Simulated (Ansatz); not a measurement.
Born–Oppenheimer molecular dynamics of FH7N2OSi2 (13 atoms, charge 0, multiplicity 1). It starts from a relaxed structure.

Theory: RKS PBE-D4/STO-3G in Ansatz 0.2.0.

- ensemble: NVT, Langevin thermostat
- time step: 0.5 fs
- steps asked: 166
- set temperature: 300 K
- friction: 0.01 /fs
- temperature schedule: 41 steps to 300 K, then 125 steps to 75 K
- seed: 622408

Frames 5 fs apart, positions in Å.

Velocities at 0.0 fs (Å/ps):

```
N -0.20 5.08 2.94
Si 2.50 0.18 -6.79
N 2.01 0.62 -1.25
F -2.07 -0.39 3.56
Si -0.76 -3.31 2.01
O -0.83 -1.94 -0.06
H 15.96 0.12 -5.16
H 12.79 -12.47 5.54
H -3.91 23.51 40.57
H 12.99 13.01 -8.65
H -10.27 -8.34 2.19
H -3.26 14.12 7.95
H -45.63 16.16 1.26
```

```xyz
13
Properties=species:S:1:pos:R:3 time_fs=0.0 energy_less_start_eV=0.000 T=277
N -0.960 -1.432 0.618
Si 0.409 -0.675 -0.266
N 1.753 -0.840 0.929
F 0.926 -1.543 -1.581
Si -0.354 1.413 -0.887
O -0.929 2.382 0.441
H -0.674 -2.413 0.908
H -1.754 -1.616 -0.063
H 1.418 -0.377 1.828
H 2.547 -0.194 0.635
H -1.395 1.252 -1.913
H 0.703 2.224 -1.479
H -1.670 1.782 0.844
13
Properties=species:S:1:pos:R:3 time_fs=5.0 energy_less_start_eV=0.109 T=217
N -0.960 -1.408 0.628
Si 0.421 -0.673 -0.296
N 1.761 -0.829 0.927
F 0.920 -1.539 -1.566
Si -0.354 1.401 -0.880
O -0.941 2.368 0.445
H -0.597 -2.386 0.873
H -1.712 -1.681 -0.092
H 1.457 -0.340 1.844
H 2.549 -0.184 0.604
H -1.419 1.230 -1.902
H 0.693 2.269 -1.448
H -1.796 1.922 0.797
13
Properties=species:S:1:pos:R:3 time_fs=10.0 energy_less_start_eV=0.170 T=173
N -0.963 -1.388 0.621
Si 0.425 -0.661 -0.312
N 1.765 -0.816 0.915
F 0.915 -1.545 -1.564
Si -0.350 1.398 -0.878
O -0.949 2.359 0.447
H -0.561 -2.350 0.871
H -1.660 -1.679 -0.134
H 1.464 -0.350 1.832
H 2.563 -0.187 0.599
H -1.386 1.250 -1.899
H 0.679 2.252 -1.426
H -1.901 1.997 0.713
13
Properties=species:S:1:pos:R:3 time_fs=15.0 energy_less_start_eV=0.124 T=223
N -0.966 -1.372 0.607
Si 0.420 -0.645 -0.305
N 1.779 -0.811 0.896
F 0.914 -1.554 -1.577
Si -0.351 1.397 -0.873
O -0.963 2.356 0.449
H -0.572 -2.319 0.904
H -1.657 -1.666 -0.170
H 1.447 -0.343 1.799
H 2.591 -0.170 0.624
H -1.381 1.288 -1.918
H 0.719 2.236 -1.425
H -1.887 1.980 0.563
13
Properties=species:S:1:pos:R:3 time_fs=20.0 energy_less_start_eV=0.219 T=192
N -0.968 -1.356 0.590
Si 0.413 -0.630 -0.291
N 1.792 -0.801 0.878
F 0.913 -1.566 -1.599
Si -0.354 1.406 -0.873
O -0.972 2.352 0.441
H -0.636 -2.304 0.975
H -1.662 -1.643 -0.153
H 1.408 -0.338 1.794
H 2.591 -0.122 0.649
H -1.393 1.329 -1.907
H 0.776 2.197 -1.410
H -1.976 1.924 0.458
13
Properties=species:S:1:pos:R:3 time_fs=25.0 energy_less_start_eV=0.228 T=184
N -0.968 -1.337 0.576
Si 0.413 -0.625 -0.284
N 1.804 -0.782 0.873
F 0.910 -1.579 -1.613
Si -0.353 1.428 -0.886
O -0.993 2.339 0.435
H -0.733 -2.278 1.002
H -1.723 -1.594 -0.136
H 1.375 -0.380 1.767
H 2.531 -0.050 0.617
H -1.385 1.342 -1.907
H 0.793 2.118 -1.408
H -1.923 2.001 0.453
13
Properties=species:S:1:pos:R:3 time_fs=30.0 energy_less_start_eV=0.263 T=187
N -0.981 -1.323 0.565
Si 0.423 -0.633 -0.286
N 1.812 -0.773 0.863
F 0.900 -1.580 -1.612
Si -0.356 1.450 -0.902
O -1.000 2.337 0.434
H -0.791 -2.249 1.028
H -1.764 -1.548 -0.094
H 1.382 -0.440 1.810
H 2.447 0.050 0.577
H -1.360 1.370 -1.978
H 0.849 2.151 -1.408
H -2.039 2.018 0.503
13
Properties=species:S:1:pos:R:3 time_fs=35.0 energy_less_start_eV=0.238 T=222
N -0.992 -1.313 0.566
Si 0.429 -0.650 -0.296
N 1.814 -0.759 0.854
F 0.882 -1.573 -1.605
Si -0.359 1.466 -0.918
O -1.015 2.349 0.440
H -0.779 -2.231 1.050
H -1.827 -1.526 -0.067
H 1.448 -0.483 1.807
H 2.368 0.127 0.644
H -1.291 1.394 -2.063
H 0.788 2.241 -1.404
H -1.955 2.082 0.520
13
Properties=species:S:1:pos:R:3 time_fs=40.0 energy_less_start_eV=0.311 T=198
N -1.002 -1.309 0.567
Si 0.428 -0.666 -0.309
N 1.827 -0.742 0.836
F 0.862 -1.570 -1.597
Si -0.363 1.478 -0.932
O -1.011 2.371 0.446
H -0.770 -2.229 1.044
H -1.838 -1.514 -0.025
H 1.438 -0.555 1.843
H 2.374 0.193 0.746
H -1.211 1.405 -2.102
H 0.681 2.372 -1.363
H -2.043 2.032 0.511
13
Properties=species:S:1:pos:R:3 time_fs=45.0 energy_less_start_eV=0.342 T=161
N -0.998 -1.303 0.574
Si 0.420 -0.668 -0.318
N 1.843 -0.719 0.833
F 0.843 -1.579 -1.595
Si -0.361 1.487 -0.942
O -1.024 2.383 0.441
H -0.806 -2.246 1.042
H -1.844 -1.514 -0.037
H 1.374 -0.689 1.773
H 2.379 0.172 0.776
H -1.232 1.395 -2.162
H 0.649 2.495 -1.333
H -1.952 2.000 0.476
13
Properties=species:S:1:pos:R:3 time_fs=50.0 energy_less_start_eV=0.288 T=196
N -0.986 -1.302 0.593
Si 0.411 -0.656 -0.324
N 1.847 -0.707 0.828
F 0.822 -1.595 -1.602
Si -0.358 1.494 -0.955
O -1.031 2.386 0.423
H -0.820 -2.247 1.018
H -1.769 -1.492 -0.087
H 1.356 -0.764 1.805
H 2.377 0.243 0.833
H -1.269 1.374 -2.093
H 0.633 2.486 -1.325
H -2.004 1.949 0.520
13
Properties=species:S:1:pos:R:3 time_fs=55.0 energy_less_start_eV=0.176 T=234
N -0.977 -1.303 0.611
Si 0.410 -0.634 -0.324
N 1.838 -0.705 0.821
F 0.802 -1.612 -1.614
Si -0.357 1.496 -0.960
O -1.044 2.374 0.402
H -0.787 -2.299 0.978
H -1.719 -1.468 -0.145
H 1.436 -0.757 1.795
H 2.241 0.263 0.901
H -1.325 1.350 -2.037
H 0.693 2.439 -1.377
H -1.947 1.935 0.589
```

Of the whole run (83 fs, mean temperature of the second half 173 K): The schedule's set-point averaged 150 K over the second half and the system 173 K, so it lags behind the ramp. A run of 0.083 ps of so small a system gives no equilibrium averages. Limits of this set-up: minimal basis.

Time of the run: 3.1 min on 1 thread of AMD EPYC 9R45 96-Core Processor (Zen 5) (shared host), peak memory 0.23 GiB.
